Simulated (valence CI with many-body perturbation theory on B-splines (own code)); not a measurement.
**Sensitivity of CI+MBPT for Re LXI**

Calculated by relativistic CI+MBPT: five valence electrons over a frozen Dirac-Fock core [Ne], a basis of 6 s, 6 p, 5 d, 3 f, 1 g functions for each j, with the one-electron correlation potential Σ1, the two-electron term Σ2, the three-electron term Σ3, Breit, model QED; selected CI, second order for the rest, scaled by the run's own slope (own B-spline code, finite nucleus).

The last digits are not significant, and no measured levels were compared; by estimate large intervals hold to a few tenths of a per cent, small ones and those within an open d or f shell to about a per cent. Among the levels kept, up to 710 cm⁻¹ of a level comes from second order outside the variational space, and about a tenth of that is noise between levels of different J, which matters for small intervals.

The reference run has the lowest level (3s^2 3p1/2^2 3p3/2) J=3/2 and an ionisation energy of 6303.22 eV. Its largest variational space holds 10000 state functions.

Levels are named by their leading jj configuration (3d3/2^4 stands for four electrons in 3d with j = 3/2), which in mixed levels can hold well under half, so a name can repeat and another be missing. Letters in brackets count levels of one name in rising energy.

Changed runs:
A. Davidson tolerance 2e-05 → 0.001
B. averaging of valence orbitals over low configurations on → off
C. Breit term on → off; QED terms on → off; natural orbitals for correlation on → off
D. factor on the speed of light 1 → 1.1 (bad on purpose)

Excitation energies of the reference run in cm⁻¹, and shifts in cm⁻¹:

```csv
Level,Reference,A,B,C,D
(3s^2 3p1/2^2 3d3/2) J=3/2,1884850,0,+142,+14618,-21342
(3s^2 3p1/2^2 3d5/2) J=5/2,2691330,0,+163,+33341,-151841
(3s^2 3p1/2 3p3/2^2) J=3/2,2941810,0,+7.9,+31903,-625151
(3s^2 3p1/2 3p3/2^2) J=5/2,3038470,0,+1.9,+37902,-624375
(3s^2 3p1/2 3p3/2^2) J=1/2,3164680,0,-2.0,+31639,-626322
(3s 3p1/2^2 3p3/2^2) J=5/2,4379240,0,+7.8,+41701,-677253
(3s 3p1/2^2 3p3/2^2) J=3/2,4622080,0,+42,+41104,-672765
(3s 3p1/2^2 3p3/2^2) J=1/2,4639430,0,+13,+37636,-680672
(3s^2 3p1/2 3p3/2 3d3/2) J=5/2 [a],4805090,0,+129,+52100,-643009
(3s^2 3p1/2 3p3/2 3d3/2) J=1/2 [a],4832300,0,+131,+45257,-644984
(3s^2 3p1/2 3p3/2 3d3/2) J=3/2 [a],4834770,0,+119,+48876,-647623
(3s^2 3p1/2 3p3/2 3d3/2) J=7/2,4906220,0,+135,+58486,-643189
Ionisation energy (eV),6303.22,0,-0.00012,+5.76,-17.02
```

No effect on these energies: A.
